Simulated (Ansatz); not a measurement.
Start from `CC#CO` and change one atom or group to get `OBC#CO`.

Ansatz, PBE0-D4/def2-TZVP geometries, multiplicity 1. Each molecule was computed in one conformer, which needn't be the lowest.

```tsv
property	`CC#CO`
LUMO energy (PBE0/def2-TZVPP) / eV	0.60
LUMO energy (PBE/def2-TZVPP) / eV	-0.33
HOMO–LUMO gap (PBE/def2-TZVPP) / eV	5.10
size of the dipole moment (ωB97M-V/def2-TZVPP) / D	1.50
HOMO energy (B3LYP/def2-TZVPP) / eV	-6.49
HOMO energy (ωB97M-V/def2-TZVPP) / eV	-8.97
```

(1) What does the change do to each property? (Estimate.)

Answers

(1) Ansatz gave: 
```csv
property,`OBC#CO`,shift
LUMO energy (PBE0/def2-TZVPP) / eV,-0.59,-1.19
LUMO energy (PBE/def2-TZVPP) / eV,-1.50,-1.17
HOMO–LUMO gap (PBE/def2-TZVPP) / eV,4.87,-0.23
size of the dipole moment (ωB97M-V/def2-TZVPP) / D,3.92,2.42
HOMO energy (B3LYP/def2-TZVPP) / eV,-7.39,-0.90
HOMO energy (ωB97M-V/def2-TZVPP) / eV,-9.82,-0.85
```

With PBE0 the HOMO falls by 0.91 eV and the LUMO falls by 1.19 eV, so the gap narrows by about 0.28 eV. PBE moves the HOMO by -0.95 eV and ωB97M-V by -0.85 eV. Dipoles are sizes alone; their direction can turn.

B3LYP here is the variant with VWN-RPA as its local correlation; programs differ in this.
